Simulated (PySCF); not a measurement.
C2H5BO3. Atoms are numbered in the order given.

```xyz
11

O     -0.1178     2.1309     0.0000
B     -0.0441     0.7704     0.0000
O     -1.1731    -0.0211     0.0000
C     -0.7452    -1.3823     0.0000
C      0.8131    -1.3315     0.0000
O      1.1452     0.0585     0.0000
H      0.7724     2.5233     0.0000
H     -1.1486    -1.9002    -0.8970
H     -1.1486    -1.9002     0.8970
H      1.2517    -1.8192     0.8973
H      1.2517    -1.8192    -0.8973
```
Charge 0, spin multiplicity 1.

Coordinates come from a PBE-D3(BJ)/def2-SVP optimisation. The geometry has at least one imaginary mode, so it is a saddle point at that level. One conformer was computed; it need not be the lowest.

These are PBE-D3(BJ)/def2-SVP (PySCF 2.14.0) values and carry that method's errors.

Frequencies are harmonic and unscaled.

Q: List the normal modes with their intensities. (The exact figures need the calculation; the answer reports its results.)

A: 
| mode | ν (cm⁻¹) | IR (km/mol) | moving atoms (share of kinetic energy) |
|---|---|---|---|
| 1 | 93i | 0.2 | H 45 %, O 30 %, C 25 % |
| 2 | 175 | 6.9 | O 66 %, H 18 %, C 12 % |
| 3 | 365 | 12.6 | O 63 %, H 17 %, B 11 %, C 9 % |
| 4 | 457 | 93.9 | H 90 %, O 8 % |
| 5 | 595 | 0.2 | O 70 %, C 16 %, B 10 % |
| 6 | 638 | 51.7 | B 78 %, O 20 % |
| 7 | 711 | 6.0 | C 45 %, O 44 %, H 8 % |
| 8 | 812 | 0.5 | H 87 %, C 10 % |
| 9 | 849 | 4.4 | O 83 %, C 13 % |
| 10 | 928 | 14.3 | C 61 %, H 31 % |
| 11 | 948 | 138.0 | H 65 %, O 19 %, C 11 % |
| 12 | 1075 | 22.1 | C 43 %, O 39 %, H 18 % |
| 13 | 1092 | 158.9 | O 52 %, C 46 % |
| 14 | 1115 | 0.0 | H 55 %, C 41 % |
| 15 | 1190 | 0.0 | H 96 % |
| 16 | 1203 | 0.4 | H 89 % |
| 17 | 1233 | 102.4 | H 52 %, B 25 %, C 16 % |
| 18 | 1328 | 16.0 | H 73 %, C 22 % |
| 19 | 1404 | 129.8 | H 46 %, B 30 %, O 15 %, C 9 % |
| 20 | 1452 | 83.8 | H 80 %, B 11 % |
| 21 | 1462 | 42.0 | H 78 %, B 10 % |
| 22 | 1506 | 422.9 | B 66 %, O 19 %, H 14 % |
| 23 | 2961 | 35.6 | H 95 % |
| 24 | 2969 | 74.0 | H 95 % |
| 25 | 3001 | 0.2 | H 90 %, C 10 % |
| 26 | 3021 | 55.7 | H 90 %, C 10 % |
| 27 | 3771 | 87.4 | H 94 % |
